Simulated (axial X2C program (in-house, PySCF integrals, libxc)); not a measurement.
**Spin–orbit effects down a group: molecules with Sn (ions), HF**

All values come from calculations with an axial X2C code built on PySCF integrals, spin-free (one-electron X2C) or two-component (2c: spin–orbit coupling with atomic mean-field Coulomb and Gaunt terms, which also bring small scalar terms), in Dyall basis sets with cores contracted in-house; open shells are unrestricted.

Basis sets: Br dyall-acv3z, Cl dyall-av3z, F dyall-av3z, Sn dyall-acv3z.

```tsv
molecule	spin-free state	Re (Å)	ωe (cm⁻¹)	De (eV)	2c state	Re 2c (Å)	ωe 2c (cm⁻¹)	De 2c (eV)
SnF⁻	M_S = 1, Λ = 0	2.011	480.2	2.78	Ω = 1	2.012	478.7	n/a
SnCl⁻	M_S = 1, Λ = 0	2.582	228.6	1.45	Ω = 1	2.585	226.5	n/a
SnBr⁻	M_S = 1, Λ = 0	2.767	152.4	1.23	Ω = 1	2.772	150.6	n/a
```

Task: Work out the shifts from the spin-free to the two-component result.

Result: 

```tsv
molecule	2c state	ΔRe (Å)	Δωe (cm⁻¹)	ΔDe (eV)
SnF⁻	Ω = 1	0.001	-1.5	n/a
SnCl⁻	Ω = 1	0.003	-2.1	n/a
SnBr⁻	Ω = 1	0.005	-1.8	n/a
```

Shifts of one unit in the last digit are rounding.

Fragments in 2c: Sn + F-, Sn + Cl-, Sn + Br-. Each entry is the lowest single determinant of a limited PBE0 search at one distance. De goes to single-determinant-based atoms at the same level (for ions the charge split of lowest energy) and is withheld (n/a) where an atom does not fit its ground term or J level. Main or longest-lived isotopes. One determinant is a doubtful description, or other states lie close, for SnF⁻, SnCl⁻, SnBr⁻; these need not be ground states, and all values refer to the states named. Some open-shell Ω = 0 determinants are out of reach, so the Ω given for SnF⁻, SnCl⁻, SnBr⁻ need not be the lowest component. With several unpaired electrons the Ω given is that of one determinant, not necessarily of the lowest component.
